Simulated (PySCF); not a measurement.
Trend along group 12: MI cations

PBE0 with double-zeta basis sets in PySCF, for the lowest determinant that a PBE0 search found; no spin–orbit coupling. De refers to high-spin ground-configuration atoms (the charge goes to the atom of lower measured ionisation energy or higher electron affinity, which is not always the lowest computed limit). A positive dipole points towards I; it is taken about the centre of mass and depends on that origin.

```
 M     basis  charged atom  state (unpaired electrons)  Re (Å)  ωe (cm⁻¹)  De (eV)  μ (D)
Zn  def2-SVP           Zn+      singlet (closed shell)   2.386        274     2.23  -7.30
Hg  def2-SVP           Hg+      singlet (closed shell)   2.600        186     1.92  -2.50
```

Question: The row for M = Cd is missing. Estimate Re, ωe and De as the mean of the rows for Zn and Hg, and compare with the calculation.

Answer: The means are 2.493 Å, 230 cm⁻¹ and 2.08 eV. PBE0 in def2-SVP gives CdI⁺ as a singlet (closed shell) with Re = 2.569 Å, ωe = 218 cm⁻¹, De = 1.87 eV, so the estimate is off by -7.6 pm, +6 % and +0.21 eV.

Spin–orbit coupling is left out, which matters for elements this heavy, above all for dissociation energies. For an ion De counts to the pair picked by the measured ionisation energies or electron affinities, which need not be the lowest pair at this level.
